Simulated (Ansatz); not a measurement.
Ideal-gas functions of `N=CB(F)S` at 600 K and 1 bar, from an Ansatz frequency run at PBE0-D4/def2-TZVP.

Molar mass 90.92 g/mol, point group Cs (symmetry number 1), electronic degeneracy 1, moments of inertia 63.069, 206.261, 269.33 u Å². Harmonic wavenumbers (cm⁻¹, unscaled): 91, 191, 301, 382, 433, 471, 727, 788, 825, 1082, 1179, 1235, 1348, 1433, 1691, 2717, 3062, 3424.

Use S(trans) = R[1.5 ln M + 2.5 ln T − 1.1517]; rotational temperatures θ = 24.2544 K / I; S(rot) = R[ln(√π/σ · √(T³/θAθBθC)) + 1.5]; for each mode x = 1.438777 ν̃/T, S = R[x/(eˣ − 1) − ln(1 − e⁻ˣ)] and H = RT x/(eˣ − 1); 1 cm⁻¹ = 0.0119627 kJ/mol; R = 8.31446 J/(mol·K).

Task: By hand: the entropy, in J/(mol·K).

Result: Translation 179.6. Rotation: θ = 0.3846, 0.1176, 0.0901 K, giving 119.9. Vibration, mode by mode: 20.99, 14.88, 11.20, 9.33, 8.37, 7.73, 4.67, 4.16, 3.88, 2.39, 1.99, 1.79, 1.44, 1.22, 0.74, 0.09, 0.04, 0.02, in all 94.9. Electronic 0.0. Sum 394.4 J/(mol·K).

Task: By hand: H − E and G − E in kJ/mol, counted from the electronic energy.

Result: Zero-point energy ½ × 21380 × 0.0119627 = 127.9; thermal vibration 29.9; translation, rotation and pV give 4 RT = 20.0. H − E = 177.8 kJ/mol, and G − E = 177.8 − 600 × 394.4/1000 = -58.8 kJ/mol.

Vibration gives 24 % of the entropy, 21.0 J/(mol·K) of it from the mode under 150 cm⁻¹: soft modes count most, and the harmonic formula is weakest for them. The sum counts one conformer and one mirror image; others add a mixing term.
